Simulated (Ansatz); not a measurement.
Start from `CNB(F)S` and change one atom or group to get `CN(C)B(F)S`.

Ansatz, PBE0-D4/def2-TZVP geometries, multiplicity 1. Each molecule was computed in one conformer, which needn't be the lowest.

| property | `CNB(F)S` |
| --- | --- |
| size of the dipole moment (ωB97M-V/def2-TZVPP) / D | 1.84 |
| HOMO energy (B3LYP/def2-TZVPP) / eV | -6.85 |
| LUMO energy (PBE/def2-TZVPP) / eV | -0.36 |
| HOMO energy (PBE0/def2-TZVPP) / eV | -7.09 |
| HOMO energy (ωB97M-V/def2-TZVPP) / eV | -9.29 |
| LUMO energy (B3LYP/def2-TZVPP) / eV | 0.21 |

(1) Give the same properties after the change, and the shifts. (Estimate.)

Answers

(1) Ansatz gave: 
```csv
property,`CN(C)B(F)S`,shift
size of the dipole moment (ωB97M-V/def2-TZVPP) / D,1.81,-0.03
HOMO energy (B3LYP/def2-TZVPP) / eV,-6.67,0.18
LUMO energy (PBE/def2-TZVPP) / eV,-0.25,0.11
HOMO energy (PBE0/def2-TZVPP) / eV,-6.89,0.20
HOMO energy (ωB97M-V/def2-TZVPP) / eV,-9.10,0.19
LUMO energy (B3LYP/def2-TZVPP) / eV,0.36,0.15
```

With PBE0 the HOMO rises by 0.20 eV and the LUMO rises by 0.12 eV, so the gap narrows by about 0.08 eV. PBE moves the HOMO by 0.18 eV and ωB97M-V by 0.19 eV. Dipoles are sizes alone; their direction can turn.

B3LYP here is the variant with VWN-RPA as its local correlation; programs differ in this.
